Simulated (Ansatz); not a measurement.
H₄INO₂Si, SMILES `N[Si](O)(O)I`, relaxed with RKS PBE0-D4/def2-TZVP in the Gaussian-basis code of Ansatz from a PBE-D4/def2-SVP geometry. The force threshold is 0.005 eV/Å; the program also tests the step.

Charge 0, multiplicity 1. I takes the def2 core potential.

Start:

```xyz
9

N     0.832   -0.610    0.998
Si   -0.144    0.211   -0.154
O     0.713    0.424   -1.570
O    -1.525   -0.716   -0.271
I    -0.840    2.534    0.391
H     0.377   -0.986    1.834
H     1.754   -0.229    1.223
H     1.135   -0.406   -1.866
H    -2.303   -0.223   -0.584
```

(1) By how much does the energy fall, and how many steps does the optimiser take? (An estimate is asked.)

(2) Which bonds change most? (Best estimate.)

(3) Give the relaxed structure. (Best estimate.)

## Answers

(1) The calculation gave: 0.08 eV, in 8 steps, 1 of them rejected.

(2) The calculation gave: Si2–O3 from 1.669 to 1.631 Å; Si2–O4 from 1.667 to 1.631 Å; Si2–I5 from 2.485 to 2.455 Å; N1–Si2 from 1.719 to 1.692 Å.

(3) The calculation gave: 
```xyz
9

N     0.811   -0.580    1.004
Si   -0.138    0.212   -0.152
O     0.708    0.409   -1.532
O    -1.489   -0.694   -0.272
I    -0.819    2.510    0.383
H     0.366   -0.979    1.815
H     1.735   -0.240    1.215
H     1.109   -0.389   -1.887
H    -2.282   -0.248   -0.574
```
